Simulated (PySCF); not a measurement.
**Orbital picture of DyH**

ωB97X at R = 1.993 Å; PySCF, spin-free X2C with a Gaussian nucleus, basis sets Dy x2c-TZVPall, H x2c-TZVPall. State: sextet, about 9.6 electrons in the 4f shell (Mulliken), real f orbitals that mix terms. Only the outer orbitals are listed, counted within each symmetry.

```tsv
spin	orbital	occ.	ε (eV)	on Dy (%)	main shells (%)
α	13σ	1	-9.34	39	61 H s, 20 Dy s, 13 Dy d
α	14σ	1	-5.87	97	70 Dy s, 14 Dy d, 13 Dy p
α	8π	0	0.39	100	91 Dy p, 9 Dy d
α	8π	0	0.41	100	91 Dy p, 9 Dy d
α	15σ	0	0.67	100	58 Dy p, 41 Dy d
β	3δ	1	-9.07	100	100 Dy f
β	12σ	1	-9.05	40	60 H s, 17 Dy s, 12 Dy d
β	1φ	1	-8.96	100	100 Dy f
β	13σ	1	-6.81	101	54 Dy f, 42 Dy s
β	14σ	0	-0.36	96	34 Dy f, 31 Dy p, 30 Dy s
β	7π	0	0.34	100	92 Dy p
β	7π	0	0.35	100	92 Dy p, 8 Dy d
```

**Question.** Which are the highest filled and the lowest empty level, where do they sit, and how wide is the gap?

**Answer.** Highest filled α 14σ at -5.87 eV (in %: 70 Dy s, 14 Dy d, 13 Dy p); lowest empty β 14σ at -0.36 eV (in %: 34 Dy f, 31 Dy p, 30 Dy s); the gap at ωB97X is 5.51 eV.

| Item | Value |
| --- | --- |
| bond order (Mayer) | 0.90 |
| ⟨S²⟩ | 8.756 |
| charge on Dy (Mulliken, basis-dependent) | 0.26 |
| charge on Dy (Löwdin, basis-dependent) | 0.22 |
| dipole moment (positive dipole means Dy(−)H(+)) | -2.49 D |

Shares are Mulliken populations and can fall outside 0 to 100 %.

Spin–orbit coupling is left out. The state is the lowest single determinant that the PBE0 search found; with open d or f shells the true ground state can be another one.
